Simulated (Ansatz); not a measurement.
Al₆Ni⁻, relaxed as a doublet with UKS r2SCAN-D4/def2-SVPD in Ansatz, starting from the GFN1-xTB geometry. Force threshold 0.02 eV/Å.

The charge -1 doublet is spin-contaminated (final ⟨S²⟩ up to 1.56, 0.75 for a pure state). The relaxation made no stability test and no search for a lower SCF solution. No other spin state of charge -1 was run. Another isomer (doublet) lies 0.17 eV lower at PBE0-D4/def2-TZVPD; other spin states weren't run for this one.

Start:

```xyz
7

Ni   -2.197   -0.124   -1.728
Al    0.484    0.156   -1.390
Al    0.420    2.153    1.761
Al    0.898   -2.213    1.462
Al   -0.460   -2.216   -0.739
Al    1.844    0.136    1.038
Al   -0.990    2.108   -0.404
```

(1) Estimate the energy that the relaxation releases and the steps that it takes.

(2) Does the start keep its bonding?

(3) Predict the relaxed structure.

Results:

(1) 290.0 kJ/mol, in 17 steps; 5.7 min on 4 threads of Arm Neoverse V2 on a shared host. The force fell under the threshold at step 16, but the optimiser went on. No frequencies were taken in this run, so the end may be a saddle point.

(2) Bonds formed: Al2–Al3, Al2–Al4, Al3–Al4, Al5–Al7 (atoms count from 1). Metal–metal contacts that move far: Ni1–Al5 2.89 to 2.23 Å, Ni1–Al7 2.86 to 2.23 Å.

(3) 
```xyz
7

Ni   -1.242    0.002   -1.995
Al    0.766    0.194   -1.036
Al    0.303    1.378    1.445
Al    0.612   -1.425    1.342
Al   -1.308   -1.545   -0.386
Al    2.595    0.233    0.776
Al   -1.726    1.163   -0.147
```
Bond lengths (bridged metal pairs left out): 11 × Al–Al 2.57 to 2.88 Å; 3 × Al–Ni 2.23 Å.
